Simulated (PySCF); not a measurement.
H₄N, charge +1.

```xyz
5

N      0.0000     0.0000     0.0000
H      0.5918    -0.5918     0.5918
H     -0.5918    -0.5918    -0.5918
H     -0.5918     0.5918     0.5918
H      0.5918     0.5918    -0.5918
```
Charge +1, spin multiplicity 1.

Coordinates come from a B3LYP-D3(BJ)/def2-TZVPD optimisation.

These are HF/pcSseg-2 in PySCF values and carry that method's errors. Non-relativistic, no solvent.

### Question
Give the absolute GIAO shielding of each atom: isotropic value and principal components (ppm). (The exact figures need the calculation; the answer reports its results.)

### Answer

```
atom  σ(iso)    σ11    σ22    σ33  span
----  ------  -----  -----  -----  ----
N1     239.8  239.8  239.8  239.8   0.0
H2      26.3   20.6   20.6   37.7  17.1
H3      26.3   20.6   20.6   37.7  17.1
H4      26.3   20.6   20.6   37.7  17.1
H5      26.3   20.6   20.6   37.7  17.1
```
